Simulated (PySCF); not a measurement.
IrO₄, SMILES [O]=[Ir+]1(=[O])[O][O]1, charge +1, multiplicity 1. Coordinates come from a PBE-D3(BJ)/def2-SVP optimisation. The spin state was assumed, not searched. The def2 effective core potentials stand for the cores of Ir; spin–orbit coupling is left out.

All values below come from PBE-D3(BJ)/def2-SVP run with PySCF 2.14.0.

Harmonic wavenumbers (cm⁻¹): 194, 233, 276, 345, 531, 605, 960, 987, 1000. Rotational constants (GHz): 6.215, 3.597, 2.641; symmetry number 2.

Q: Work out the zero-point energy and the ideal-gas rigid-rotor harmonic-oscillator thermochemistry at 298.15 K and 1 atm.

A: ZPE = ½ Σ hcν = ½ × 5131 cm⁻¹ = 30.69 kJ/mol. H − E(el) = 46.85 kJ/mol. Entropy in J/(mol K): translation 177.91, rotation 103.44, vibration 33.98, total 315.34. G − E(el) = -47.17 kJ/mol. Cp = 76.50 J/(mol K).
